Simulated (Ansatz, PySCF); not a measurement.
The Ansatz (a quantum-chemistry and plane-wave program) input:
Ansatz 0.2 input:
```yaml
crystal:
  periodic: [false, false, false]
  atoms:
    - {symbol: Sn, position_ang: [-0.00000000, -0.00000000, -0.94616634]}
    - {symbol: Se, position_ang: [0.00000000, 0.00000000, 1.39142108]}
basis:
  gaussian:
    orbitals: STO-3G
hamiltonian:
  xc: blyp
accuracy: high
```

Give the equivalent PySCF input.

This is not unique; one that fits is 
```python
from pyscf import gto, scf, dft

mol = gto.M(
    atom='''
Sn   -0.000000   -0.000000   -0.946166
Se    0.000000    0.000000    1.391421
''',
    basis='sto-3g',
    charge=0,
    spin=0,
    verbose=4,
)

mf = dft.RKS(mol)
mf.xc = 'blyp'
mf.grids.atom_grid = (99, 590)
mf.grids.prune = None
mf.kernel()
```

Both were run: Ansatz gave -8339.964519 Eh and PySCF -8339.964514 Eh, 0.006 mEh apart.
